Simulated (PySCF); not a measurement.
SMILES [OH+]=COC (C2H5O2 (cation, charge +1)) (PBE0/def2-SVP optimised geometry):

```
9

C     -0.546     1.379     0.001
O     -1.013     0.002     0.000
C     -0.254    -0.998     0.000
O      1.015    -0.998     0.000
H      0.029     1.569    -0.917
H     -1.457     1.986     0.004
H      0.034     1.566     0.916
H     -0.738    -1.986     0.000
H      1.457    -0.128     0.000
```

Calculation: PBE0/def2-TZVP run with PySCF.

### Question
What are the frontier orbital energies?

### Answer
HOMO-2 -18.46 eV, HOMO-1 -16.64 eV, HOMO -16.42 eV, LUMO -7.47 eV, LUMO+1 -4.84 eV.

Meta-Löwdin charges at PBE0/def2-TZVP: C1 -0.15, O2 -0.18, C3 0.50, O4 -0.30, H5 0.16, H6 0.20, H7 0.16, H8 0.21, H9 0.40.
